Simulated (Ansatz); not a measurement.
The cluster Si₅F₃, relaxed as a doublet with UKS B3LYP-D4/def2-SVP in Ansatz, starting from the GFN1-xTB geometry. Force threshold 0.02 eV/Å.

Another isomer (doublet) lies 0.98 eV lower at PBE0-D4/def2-TZVP; other spin states weren't run for this one.

Start:

```xyz
8

Si   -0.626   -1.980   -0.804
Si    2.508    1.135    0.562
Si    0.400    1.674   -0.521
Si    0.796   -0.501    0.421
Si   -1.467    0.295   -0.630
F     2.854    1.840    1.986
F    -1.466   -3.080    0.052
F    -2.999    0.617   -1.067
```

Q: Estimate the energy that the relaxation releases and the steps that it takes.

A: 6.9 kcal/mol, in 10 steps; 34 s on 4 threads of Arm Neoverse V2 on a shared host. No frequencies were taken in this run, so the end may be a saddle point.

Q: Does the start keep its bonding?

A: By distances, no bond broke or formed. The bond that changes most is Si1–Si5, from 2.43 to 2.28 Å (atoms count from 1).

Q: Predict the relaxed structure.

A: 
Cartesian coordinates in Å:
```
Si -0.517 -1.873 -0.768
Si 2.574 0.903 0.553
Si 0.468 1.538 -0.719
Si 0.568 -0.420 0.721
Si -1.393 0.235 -0.825
F 2.531 1.939 1.827
F -1.330 -3.146 -0.137
F -2.902 0.825 -0.652
```
Bond lengths: 7 × Si–Si 2.27 to 2.58 Å; 3 × F–Si 1.63 to 1.64 Å.
